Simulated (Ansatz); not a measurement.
Born–Oppenheimer molecular dynamics of C2H7AlO2 (12 atoms, charge 0, multiplicity 1). It starts at the highest image of a converged band. Of that band: Neighbouring images differ by up to 3.3 eV, so the band resolves the path poorly. A vibrational analysis at the climbing image gives 2 clearly imaginary modes (1493i, 69i cm⁻¹): a point of higher order, so a lower path passes nearby.

All numbers below come from RKS BHLYP-D4/def2-SVP in Ansatz 0.2.0.

| Quantity | Value |
| --- | --- |
| ensemble | NVE (velocity Verlet) |
| time step | 0.5 fs |
| steps asked | 200 |
| starting velocities drawn for | 100 K |
| seed | 4698 |

First frame:

```xyz
12
Properties=species:S:1:pos:R:3
Al -0.436 0.574 0.373
C 1.381 -0.482 0.484
O -0.615 1.302 -1.158
C -0.812 -0.103 -1.454
H 0.317 -0.709 -0.353
O -1.072 0.728 1.919
H 2.165 -0.234 -0.233
H 1.485 -1.515 0.822
H 1.539 0.135 1.383
H -1.859 -0.335 -1.682
H -0.180 -0.444 -2.280
H -1.913 1.083 2.178
```

Problem. How far do the bonds stretch over the last three quarters of this one trajectory? (Pairs bonded in most of those frames.)

Solution. 
```csv
bond,mean (Å),spread (Å),shortest,longest
Al1–C2,1.955,0.092,1.82,2.10
Al1–O3,1.728,0.029,1.67,1.78
Al1–O6,1.709,0.029,1.67,1.76
C2–H7,1.095,0.007,1.08,1.11
C2–H8,1.104,0.006,1.09,1.12
C2–H9,1.094,0.006,1.08,1.11
O3–C4,1.426,0.045,1.33,1.50
C4–H5,1.159,0.130,0.92,1.48
C4–H10,1.128,0.073,1.00,1.30
C4–H11,1.102,0.025,1.04,1.16
O6–H12,0.954,0.009,0.94,0.97
```

Mean temperature of the second half: 1872 K. The conserved energy stayed within 1.4 meV per atom of its start (net change 0.1 meV per atom), so the integration is sound. The system heated up, since it started high on the potential surface and ran downhill. A run of 0.1 ps of so small a system gives no equilibrium averages. The orbitals stay closed-shell, which can raise the energy where a bond breaks towards radicals; this wasn't checked here.

Time of the run: 9.6 min on 2 threads of Arm Neoverse V1 (shared host), peak memory 0.23 GiB.
